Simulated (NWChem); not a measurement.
# Spin states of O2Si (-1)

```xyz
3

O     -1.4773     0.0000     0.2769
Si     0.0000     0.0000    -0.3164
O      1.4773     0.0000     0.2769
```
Charge -1, spin multiplicity 2.

Program: NWChem. All single points use one geometry, from UPBE/def2-SVP, a minimum by its harmonic frequencies.

Basis set: def2-SVPD. The gap is E(quartet) − E(doublet) at the geometry of the doublet, so a negative value puts the higher spin lower. Open shells are unrestricted. The quartet is the single determinant that the SCF runs reached, with unpaired electrons in orbitals of symmetry a1 and b1 and b2 (C2v labels); it need not be the lowest quartet, which in molecules with degenerate π orbitals can need several determinants.

The correlated methods keep 7 core orbitals frozen. B3LYP has NWChem's definition, with VWN1-RPA local correlation. This spin state was chosen for the runs; another may lie lower. The structure started from a generated list of species. The unpaired electrons of the parent sit in orbitals of symmetry a1 (C2v labels of the run); other states weren't searched. The anion's geometry comes from a basis without diffuse functions. The stability of the SCF solutions was not checked. Open-shell Hartree-Fock references start from PBE0 orbitals.

Q: For the vertical doublet-quartet gap, BP86 gives 111.0 kcal/mol and HF gives 93.6 kcal/mol. What do B3LYP, MP2, B2PLYP give?

A: B3LYP: 112.6 kcal/mol; MP2: 138.0 kcal/mol; B2PLYP: 119.4 kcal/mol.
